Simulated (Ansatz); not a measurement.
Basis-set extrapolation for C3H10BN (PBE0-D4/def2-TZVP geometry, frozen core, Ansatz). Multiplicity 1, RHF reference.

```csv
,def2-TZVPP,def2-QZVPP
HF,-198.620751,-198.630296
MP2 correlation,-0.861327,-0.915708
CCSD(T) correlation,-0.947981,not run
```

Energies in hartree. Use E(X) = E(∞) + A·exp(−7.88·√X) for Hartree–Fock and E(X) = E(∞) + B·X^(−2.97) for correlation, with X = 3 and 4, and add CCSD(T) minus MP2 of the smaller set to the MP2 limit.

Question: What is the CCSD(T) energy at the basis-set limit?

Answer: HF limit: -198.630296 + (-0.009545) × 0.13774 = -198.63161. MP2 limit: -0.915708 + (-0.054381) × 0.74074 = -0.95599. Higher-order term: -0.947981 − (-0.861327) = -0.08665. Total: -199.67425 hartree, 277.0 kJ/mol below CCSD(T)/def2-TZVPP.
